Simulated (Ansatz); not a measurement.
Computed with frozen-core CCSD(T)/cc-pVDZ // B3LYP-D3(BJ)/def2-SVP (Ansatz, a program for electronic structure).

Ansatz 0.2 input:
```yaml
crystal:
  periodic: [false, false, false]
  atoms:
    - { symbol: C, position_ang: [2.433853, -0.185812, 0.058202] }
    - { symbol: Si, position_ang: [0.719717, 0.535327, 0.369349] }
    - { symbol: C, position_ang: [-0.618117, -0.482115, -0.494749] }
    - { symbol: Si, position_ang: [-2.390817, 0.121409, -0.268017] }
    - { symbol: H, position_ang: [2.498674, -1.219157, 0.435658] }
    - { symbol: H, position_ang: [3.211654, 0.40999, 0.562326] }
    - { symbol: H, position_ang: [2.662686, -0.201849, -1.019698] }
    - { symbol: H, position_ang: [0.66425, 1.942952, -0.130888] }
    - { symbol: H, position_ang: [0.441508, 0.563564, 1.837863] }
    - { symbol: H, position_ang: [-0.394292, -0.509881, -1.576121] }
    - { symbol: H, position_ang: [-0.555149, -1.523853, -0.132756] }
    - { symbol: H, position_ang: [-2.757509, 0.125761, 1.17911] }
    - { symbol: H, position_ang: [-3.353671, -0.760599, -0.993613] }
    - { symbol: H, position_ang: [-2.538682, 1.510481, -0.794573] }
basis:
  gaussian: { orbitals: cc-pVDZ }
correlation:
  method: ccsd_t
```

Output:

```
Functional definition: HF
1058 factors; integrals over basis functions are off by at most 1.2e-3 eV
mean field evaluation 1: about -17941.4163 eV, gradient 2.8e1 eV
mean field evaluation 2: about -17941.4930 eV, gradient 2.8e1 eV
mean field evaluation 4: about -17944.0687 eV, gradient 3.1e0 eV
mean field evaluation 8: about -17944.1064 eV, gradient 1.4e-1 eV
mean field evaluation 16: about -17944.0154 eV, gradient 3.6e-1 eV
mean field -17944.10649241 eV, -659.4337506439 hartree, gradient 2.6e-6 eV, S^2 0.000000; 0 other end points of the search recorded, 0 dependent functions left out
12 core orbitals not correlated
reference -17944.10649241 eV, -659.4337506439 hartree; 13, 13 occupied and 89, 89 virtual orbitals, 1058 factors
second order -13.69207467 eV of doubles, -0.00000000 eV of singles
cycle   1  -15.12875304 eV  change    -1.4e0 eV  update   8.8e-2
cycle   2  -15.65363548 eV  change   -5.2e-1 eV  update   2.7e-2
cycle   3  -15.69606725 eV  change   -4.2e-2 eV  update   7.5e-3
cycle   4  -15.69470920 eV  change    1.4e-3 eV  update   2.4e-3
cycle   5  -15.69429404 eV  change    4.2e-4 eV  update   6.4e-4
cycle   6  -15.69415343 eV  change    1.4e-4 eV  update   1.9e-4
cycle   7  -15.69414330 eV  change    1.0e-5 eV  update   5.2e-5
cycle   8  -15.69414884 eV  change   -5.5e-6 eV  update   1.7e-5
perturbative correction -0.42373691 eV, -0.0155720443 hartree
Total energy: -17960.22437816 eV, -660.0260720202 hartree
```

Cost: very roughly 23 core-seconds.
